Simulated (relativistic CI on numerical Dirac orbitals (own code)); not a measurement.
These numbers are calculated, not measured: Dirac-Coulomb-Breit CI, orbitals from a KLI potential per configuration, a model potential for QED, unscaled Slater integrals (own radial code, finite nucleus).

Configurations in the expansion (outside the closed core [Ar] 3d10): 4s2 4p3, 4s 4p4, 4p5, 4s2 4p2 4d, 4s 4p3 4d, 4s2 4p2 4f, 4s 4p3 4f, 4p4 4d, 4s 4p2 4d2, 4s2 4p2 5s, 4s2 4p 4d 4f, 4s2 4p2 5p, 4p4 4f, 4p4 5s, 4s 4p3 5s, 4s 4p2 4d 5s, 4s2 4p2 5d, 4s 4p3 5p, 4s2 4p 4f 5s, 4p3 4d 4f, 4s2 4p2 5f, 4s2 4p2 6s, 4s2 4p2 5g, 4s 4p3 5d, 4s 4p2 4f2, 4s2 4p2 6p, 4s 4p2 5s2, 4s2 4p 4d2, 4s2 4d3, 4s 4p 4d3, 4s2 4d2 4f, 4s 4p 4d2 4f, 4s2 4d2 5s, 4p3 4d2, 4p2 4d3, 4p2 4d2 4f, 4p2 4d2 5s, 4s2 4p 4f2, 4s2 4d 4f2, 4s 4p 4d 4f2, 4s2 4f3, 4s 4p 4f3, 4s2 4f2 5s, 4s2 4p 4d 5s, 4s 4p 4d2 5s, 4s2 4d 4f 5s, 4s 4p 4d 4f 5s, 4s2 4d 5s2, 4p3 4f2, 4p2 4d 4f2, 4p2 4f3, 4p2 4f2 5s, 4s 4p2 4d 4f, 4s2 4p 5s2, 4s 4p 4d 5s2, 4s2 4f 5s2, 4s 4p 4f 5s2, 4p3 4d 5s, 4p2 4d 4f 5s, 4p2 4d 5s2, 4s 4p2 4f 5s, 4s 4p 4f2 5s. Double excitations out of closed p, d and f shells are left out; levels of such configurations are missing from the list, as are those of other unlisted configurations, and high levels can miss mixing partners. These lack a partner that the ground configuration has and come out too high: 4s2 4p2 5p, 4s2 4p2 5d, 4s 4p3 5p, 4s2 4p2 5f, 4s2 4p2 6s.

At this charge energies of transitions that change n are usually good to better than 1 %, and those within a shell (Δn = 0) to a few per cent.

Outline of the computed level scheme of Ag XV. Lowest level of each configuration: 4s2 4p3 4S°_3/2 at 0.0000 eV; 4s 4p4 4P_5/2 at 40.3043 eV; 4s2 4p2 4d 4F_3/2 at 61.6223 eV; 4p5 2P°_3/2 at 92.4134 eV; 4s 4p3 4d 6D°_1/2 at 95.9403 eV.

Some strong electric-dipole decays among the lowest 45 levels: 4s2 4p2 4d 2F_7/2 → 4s2 4p3 2D°_5/2 (3.0e+11 s⁻¹); 4s2 4p2 4d 2D_5/2 → 4s2 4p3 2P°_3/2 (2.5e+11 s⁻¹); 4s2 4p2 4d 4P_5/2 → 4s2 4p3 4S°_3/2 (1.8e+11 s⁻¹); 4s2 4p2 4d 2D_3/2 → 4s2 4p3 2D°_3/2 (1.6e+11 s⁻¹); 4s2 4p2 4d 4P_1/2 → 4s2 4p3 4S°_3/2 (1.6e+11 s⁻¹); 4s2 4p2 4d 2D_3/2 → 4s2 4p3 2P°_1/2 (1.5e+11 s⁻¹); 4s2 4p2 4d 4P_3/2 → 4s2 4p3 4S°_3/2 (1.4e+11 s⁻¹); 4s2 4p2 4d 2S_1/2 → 4s2 4p3 2P°_3/2 (1.4e+11 s⁻¹).

LS names give the leading component of a level, which can be under half, so a name can repeat, a term be missing and a line seem to break the LS rules.
